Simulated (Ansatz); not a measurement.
Cost and result for the atomization energy of H$_{5}$N$_{2}$PSi (`N[SiH]1NP1`) (9 atoms, 9 bonds).

```xyz
9

N     0.134   -1.185   -1.087
Si   -0.131   -0.428    0.409
N    -0.817    1.113    0.388
P     0.732    1.417    1.232
H     0.463   -0.673   -1.888
H     0.368   -2.163   -1.131
H    -0.587   -1.472    1.353
H    -1.671    1.584    0.629
H     1.510    1.807    0.094
```

Total charge 0; spin multiplicity 1. The structure was optimised at the PBE0-D4/def2-TZVP level. It is one conformer, not always the lowest. Program: Ansatz. All runs use 2 threads of an Arm Neoverse V1 on a shared host. Times are those of one run each, without the atoms' runs, and a repeat can differ threefold. Electronic energies, without spin–orbit coupling; frozen cores. CCSD(T)/CBS adds CCSD(T) − MP2 in def2-TZVPP to the MP2 limit, and its time is that of the two runs behind it. T1 = 0.013. B3LYP takes the VWN-RPA correlation (the form of Gaussian; ORCA's B3LYP/G). HSE06 is the plane-wave form, built on full-range PBE exchange.

CCSD(T)/CBS is a level of theory with its own doubt, some kJ/mol a heavy atom from the limit and from the frozen cores, so smaller differences don't rank the functionals.

| level | functions | wall time |
| --- | --- | --- |
| LDA (SPW92)/def2-TZVPP | 216 | 1.6 s |
| revPBE-D4/def2-TZVPP | 216 | 2.5 s |
| BLYP-D4/def2-TZVPP | 216 | 2.7 s |
| CCSD(T)/def2-SVP | 89 | 3 s |
| PBE0-D4/def2-TZVPP | 216 | 3.6 s |
| HSE06-D4/def2-TZVPP | 216 | 4.1 s |
| B3LYP-D4/def2-TZVPP (with forces) | 216 | 6 s |
| r2SCAN-D4/def2-TZVPP (with forces) | 216 | 6.5 s |
| B2PLYP/def2-TZVPP | 216 | 7 s |
| PBE-QIDH/def2-TZVPP | 216 | 7 s |
| MP2/def2-QZVPP | 404 | 23 s |
| CCSD(T)/def2-TZVPP | 216 | 85 s |
| CCSD(T)/CBS(def2) | – | 110 s |

**Question.** What atomization energy does each give, and how far from CCSD(T)/CBS? (An estimate is asked.)

**Answer.** Ansatz gave: 
| level | atomization (kcal/mol) | difference from CCSD(T)/CBS | per bond |
| --- | --- | --- | --- |
| LDA (SPW92)/def2-TZVPP | 807.3 | 112.8 | 12.5 |
| revPBE-D4/def2-TZVPP | 692.6 | -1.9 | -0.2 |
| BLYP-D4/def2-TZVPP | 702.4 | 7.9 | 0.9 |
| CCSD(T)/def2-SVP | 615.7 | -78.8 | -8.8 |
| PBE0-D4/def2-TZVPP | 693.2 | -1.3 | -0.1 |
| HSE06-D4/def2-TZVPP | 693.8 | -0.7 | -0.1 |
| B3LYP-D4/def2-TZVPP (with forces) | 700.0 | 5.5 | 0.6 |
| r2SCAN-D4/def2-TZVPP (with forces) | 691.9 | -2.6 | -0.3 |
| B2PLYP/def2-TZVPP | 686.3 | -8.2 | -0.9 |
| PBE-QIDH/def2-TZVPP | 681.8 | -12.7 | -1.4 |
| MP2/def2-QZVPP | 689.6 | -4.9 | -0.5 |
| CCSD(T)/def2-TZVPP | 665.2 | -29.3 | -3.3 |
| CCSD(T)/CBS(def2) | 694.5 | 0.0 | 0.0 |

In def2-TZVPP, CCSD(T) changes the Hartree–Fock value by +220.1 kcal/mol (the triples alone add +13.4 kcal/mol) and MP2 by +226.9 kcal/mol; breaking electron pairs costs correlation energy, which Hartree–Fock lacks. At CCSD(T), def2-SVP lies −78.8 kcal/mol from the extrapolated value and def2-TZVPP −29.3 kcal/mol: correlation converges slowly with the basis, and small sets miss more of it in the bonded molecule than in its fragments. From PBE to PBE0 (25 % exact exchange), in def2-TZVPP and without D4, the atomization energy moves by −16.8 kcal/mol: exact exchange takes away binding that semilocal exchange gives to molecules.
